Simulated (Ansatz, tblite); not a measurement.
Isomers of Pt₂Au₃⁺ (singlet), found by a short tight-binding search and relaxed with PBE-D4/def2-SVP in Ansatz.

In the def2 sets Au, Pt take a core potential; there is no spin–orbit coupling. The xTB rows come from tblite. B3LYP takes the VWN-RPA correlation.

Run but left out: HF/def2-SVP, HF/def2-TZVP, MP2/def2-SVP, MP2/def2-TZVP, CCSD/def2-SVP, CCSD(T)/def2-SVP (A: restricted singlet, unstable towards broken spin symmetry); BHLYP-D4/def2-TZVP (A: restricted singlet, unstable in another Hartree–Fock run and untested here).

A: The restricted singlet is unstable towards broken spin symmetry in Hartree–Fock (as tested in another run); at LDA (SPW92)/def2-TZVP, PBE-D4/def2-SVP, PBE-D4/def2-TZVP, r2SCAN-D4/def2-TZVP and others this wasn't settled. B: The restricted singlet is unstable towards broken spin symmetry in Hartree–Fock (as tested in another run); at LDA (SPW92)/def2-TZVP, PBE-D4/def2-SVP, PBE-D4/def2-TZVP, r2SCAN-D4/def2-TZVP and others this wasn't settled. C: The restricted singlet is unstable towards broken spin symmetry in Hartree–Fock (as tested in another run); at LDA (SPW92)/def2-TZVP, PBE-D4/def2-SVP, PBE-D4/def2-TZVP, r2SCAN-D4/def2-TZVP and others this wasn't settled. D: The restricted singlet is unstable towards broken spin symmetry in Hartree–Fock (as tested in another run); at LDA (SPW92)/def2-TZVP, PBE-D4/def2-SVP, PBE-D4/def2-TZVP, r2SCAN-D4/def2-TZVP and others this wasn't settled.

Other spin states weren't relaxed.

A:

Cartesian coordinates in Å:
```
Pt -0.643 -1.272 -0.182
Pt 0.643 1.272 0.182
Au 0.906 -0.165 -2.046
Au -2.004 0.975 0.266
Au 1.098 -0.809 1.780
```

B:

Cartesian coordinates in Å:
```
Pt 1.574 -1.308 0.310
Pt -0.005 0.443 -0.334
Au -1.585 1.010 1.707
Au 2.479 0.381 -1.365
Au -2.463 -0.527 -0.318
```

C:

```
atom   x (Å)   y (Å)   z (Å)
 Pt1   0.776  -1.371  -0.641
 Pt2  -0.922   0.010   0.590
 Au3   1.051   1.410  -0.595
 Au4  -1.606   1.800  -1.208
 Au5   0.700  -1.849   1.854
```

D:

```xyz
5

Pt    0.3290    0.6636    1.6586
Pt    0.7835   -1.1829   -0.0576
Au   -0.8462    1.0413   -0.7676
Au   -1.7608   -0.8466    1.2153
Au    1.4946    0.3246   -2.0487
```

**Question.** Estimate which lies lowest at each level, and how far above it the others are (kJ/mol).

**Answer.** 
| level | A | B | C | D |
| --- | --- | --- | --- | --- |
| GFN1-xTB | 176.3 | 0.0 | 52.8 | 131.0 |
| GFN2-xTB | 83.3 | 0.0 | 34.5 | 106.7 |
| LDA (SPW92)/def2-TZVP | 0.0 | 8.3 | 0.2 | 2.7 |
| PBE-D4/def2-SVP | 0.0 | 12.1 | 10.6 | 10.0 |
| PBE-D4/def2-TZVP | 0.0 | 10.0 | 7.5 | 9.4 |
| r2SCAN-D4/def2-TZVP | 1.4 | 0.5 | 0.0 | 3.8 |
| B3LYP-D4/def2-TZVP | 4.1 | 0.0 | 6.0 | 8.4 |
| PBE0-D4/def2-SVP | 0.0 | 0.1 | 4.0 | 0.4 |
| PBE0-D4/def2-TZVP | 3.9 | 0.0 | 3.7 | 2.9 |
Point groups (tolerance 0.1 Å): A D3h, B Cs, C not assigned, D not assigned. Lower isomers may exist.
